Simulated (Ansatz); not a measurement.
Cost and result for the atomization energy of CH$_{7}$ClGeO$_{2}$Si, SMILES `C[O][GeH]([Cl])[O][SiH3]` (13 atoms, 12 bonds).

| atom | x (Å) | y (Å) | z (Å) |
| --- | --- | --- | --- |
| C1 | -1.514 | -0.980 | -1.162 |
| O2 | -1.959 | -0.145 | -0.110 |
| Ge3 | -0.866 | 0.999 | 0.635 |
| Cl4 | -0.129 | 2.348 | -0.870 |
| O5 | 0.530 | 0.155 | 1.273 |
| Si6 | 2.092 | -0.061 | 0.805 |
| H7 | -1.154 | -0.397 | -2.016 |
| H8 | -0.717 | -1.654 | -0.832 |
| H9 | -2.366 | -1.580 | -1.485 |
| H10 | -1.613 | 1.735 | 1.736 |
| H11 | 2.688 | -1.052 | 1.733 |
| H12 | 2.850 | 1.214 | 0.879 |
| H13 | 2.157 | -0.582 | -0.586 |

The species carries charge 0 and has multiplicity 1. Correlated methods include outer-core shells of Ge, which these sets cover unevenly. Scalar relativity is left out up to krypton. The structure was optimised at the PBE0-D4/def2-TZVP level. It is one conformer, not always the lowest. Program: Ansatz. All runs use 2 threads of an AMD EPYC 7R13 on a shared host and a share of an NVIDIA H100 80 GB. Times are those of one run each, without the atoms' runs, and a repeat can differ threefold. Electronic energies, without spin–orbit coupling; frozen cores. CCSD(T)/CBS adds CCSD(T) − MP2 in def2-TZVPP to the MP2 limit, and its time is that of the two runs behind it. T1 = 0.012. With those shells the extrapolation isn't a true limit. B3LYP takes the VWN-RPA correlation (the form of Gaussian; ORCA's B3LYP/G).

CCSD(T)/CBS is a level of theory with its own doubt, some kJ/mol a heavy atom from the limit and from the frozen cores, so smaller differences don't rank the functionals.

```
                             level  functions  wall time
                PBE0-D4/def2-TZVPP        323      4.2 s
r2SCAN-D4/def2-TZVPP (with forces)        323      4.7 s
                 B2PLYP/def2-TZVPP        323      4.9 s
   PBE-D4/def2-TZVPP (with forces)        323      5.5 s
 B3LYP-D4/def2-TZVPP (with forces)        323      5.5 s
                    MP2/def2-QZVPP        610      6.5 s
                ωB97X-V/def2-TZVPP        323        8 s
  ωB97M-V/def2-TZVPP (with forces)        323      9.5 s
                CCSD(T)/def2-TZVPP        323       11 s
                 CCSD(T)/CBS(def2)          –       18 s
```

Problem. What atomization energy does each give, and how far from CCSD(T)/CBS? (Best estimate.)

Solution. Ansatz gave: 
```tsv
level	atomization (kJ/mol)	difference from CCSD(T)/CBS	per bond
PBE0-D4/def2-TZVPP	4458.3	-68.0	-5.7
r2SCAN-D4/def2-TZVPP (with forces)	4513.1	-13.2	-1.1
B2PLYP/def2-TZVPP	4443.7	-82.6	-6.9
PBE-D4/def2-TZVPP (with forces)	4528.0	1.7	0.1
B3LYP-D4/def2-TZVPP (with forces)	4476.8	-49.5	-4.1
MP2/def2-QZVPP	4555.0	28.7	2.4
ωB97X-V/def2-TZVPP	4531.9	5.6	0.5
ωB97M-V/def2-TZVPP (with forces)	4505.9	-20.4	-1.7
CCSD(T)/def2-TZVPP	4411.7	-114.6	-9.6
CCSD(T)/CBS(def2)	4526.3	0.0	0.0
```

From PBE to PBE0 (25 % exact exchange), in def2-TZVPP and without D4, the atomization energy moves by −65.0 kJ/mol: exact exchange takes away binding that semilocal exchange gives to molecules. In def2-TZVPP, CCSD(T) changes the Hartree–Fock value by +1143.9 kJ/mol (the triples alone add +66.8 kJ/mol) and MP2 by +1218.7 kJ/mol; breaking electron pairs costs correlation energy, which Hartree–Fock lacks. The D4 term adds +55.3 kJ/mol with B3LYP and +29.7 kJ/mol with PBE0; it sums over pairs of atoms, weighted by their polarisabilities, and B3LYP, whose exchange is more repulsive, gets the larger term.
